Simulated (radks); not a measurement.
The numbers below are computed, except where a source is named.
Valence configurations of the niobium ion Nb2+ (all share [Kr]). Level of theory: Dirac Kohn-Sham, PBE, spin-unpolarised, spherical densities, point nucleus; open shells fill j = l - 1/2 first (a radial shooting solver on a logarithmic mesh with Libxc functionals). Energies are relative to 4d3; eigenvalues in eV.

| valence | E (eV) | e(4d3/2) | e(5p1/2) | e(5s1/2) |
|---|---|---|---|---|
| 4d3 | 0.000 | -19.157 | - | - |
| 4d2.5 5s0.5 | 1.287 | -20.502 | - | -17.610 |
| 4d2 5s1 | 2.897 | -21.899 | - | -18.348 |
| 4d2.5 5p0.5 | 3.617 | -20.958 | -13.241 | - |
| 4d1.5 5s1.5 | 4.843 | -23.334 | - | -19.098 |
| 4d2 5p1 | 7.722 | -22.793 | -14.088 | - |
| 4d1.5 5s0.5 5p1 | 9.823 | -24.215 | -14.662 | -19.662 |
| 4d0.5 5s1.5 5p1 | 15.106 | -27.145 | -15.787 | -21.110 |
| 4d0.5 5s0.5 5p2 | 20.448 | -27.974 | -16.249 | -21.609 |
| 5s1 5p2 | 23.827 | - | -16.778 | -22.305 |

NIST lists [Kr] 4d3 as the ground configuration; this level of theory agrees among the configurations tried. The energies are those of spherical spin-averaged densities, not of single terms.
